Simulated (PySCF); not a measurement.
Cartesian coordinates in Å; atom numbers follow the order of the lines, from 1:
```xyz
18

C    -3.143   -0.463   -0.250
O    -2.231    0.592   -0.409
C    -0.927    0.367   -0.197
C    -0.073    1.468   -0.379
C     1.289    1.329   -0.187
C     1.830    0.090    0.191
C     3.270   -0.112    0.403
O     3.826   -1.115    0.715
F     3.975    1.015    0.201
C     0.975   -1.001    0.374
C    -0.395   -0.874    0.184
H    -3.139   -0.854    0.782
H    -4.136   -0.052   -0.471
H    -2.935   -1.291   -0.949
H    -0.515    2.421   -0.674
H     1.952    2.184   -0.330
H     1.408   -1.960    0.668
H    -1.040   -1.740    0.332
```

Geometry: PBE0-D3(BJ)/def2-SVP; GIAO shifts from PySCF 2.14.0 with density-fitted response routines, gas phase, non-relativistic, averaged over equivalent atoms.

At PBE0/pcSseg-1 (222 basis functions, 30 s wall time on 1 thread of an Intel Xeon 6975P-C, shared host):
```json
{"atoms": "C3", "δ (ppm)": "169.5"}
{"atoms": "C7", "δ (ppm)": "162.7"}
{"atoms": "C5/C10", "δ (ppm)": "140.4"}
{"atoms": "C6", "δ (ppm)": "121.1"}
{"atoms": "C4/C11", "δ (ppm)": "117.3"}
{"atoms": "C1", "δ (ppm)": "54.5"}
{"atoms": "O8", "δ (ppm)": "413.3"}
{"atoms": "O2", "δ (ppm)": "120.0"}
{"atoms": "F9", "δ (ppm)": "11.0"}
{"atoms": "H16/H17", "δ (ppm)": "8.21"}
{"atoms": "H15/H18", "δ (ppm)": "6.93"}
{"atoms": "H12/H13/H14", "δ (ppm)": "3.76"}
```

Referencing at the same level of theory: 13C (184.41 ppm) and 1H (31.27 ppm) against TMS; H2O for 17O (334.56 ppm); 19F (177.25 ppm) against CFCl3.

Q: Predict the values at B3LYP/pcSseg-2 on the same geometry.

A: 
| atoms | δ at B3LYP/pcSseg-2 | change |
| --- | --- | --- |
| C3 | 176.3 | +6.8 |
| C7 | 167.6 | +4.9 |
| C5/C10 | 145.0 | +4.6 |
| C6 | 126.9 | +5.8 |
| C4/C11 | 121.1 | +3.8 |
| C1 | 56.8 | +2.3 |
| O8 | 403.0 | -10.3 |
| O2 | 118.4 | -1.6 |
| F9 | 6.3 | -4.7 |
| H16/H17 | 8.30 | +0.09 |
| H15/H18 | 7.01 | +0.08 |
| H12/H13/H14 | 3.83 | +0.07 |

Referencing at the same level of theory: TMS for 13C (σref 179.19), 1H (σref 31.39); H2O for 17O (σref 325.85); 19F (σref 169.74) against CFCl3.

The largest change is at O8 (carbonyl oxygen). Cost: 494 basis functions, 110 s wall time on 1 thread of an Intel Xeon 6975P-C, shared host. The order of the carbon signals is the same at both levels.

The carbons averaged at δ 117.3 differ by 10 ppm in this conformer. Unscaled 19F shifts against computed CFCl3 carry errors that often reach 10 to 50 ppm. Unscaled 17O shifts of doubly bonded oxygen tend to come out too high, by tens of ppm or more. Experimental scales use liquid or dissolved standards, which lie at an offset from isolated H2O (liquid H2O: subtract about 36 ppm).
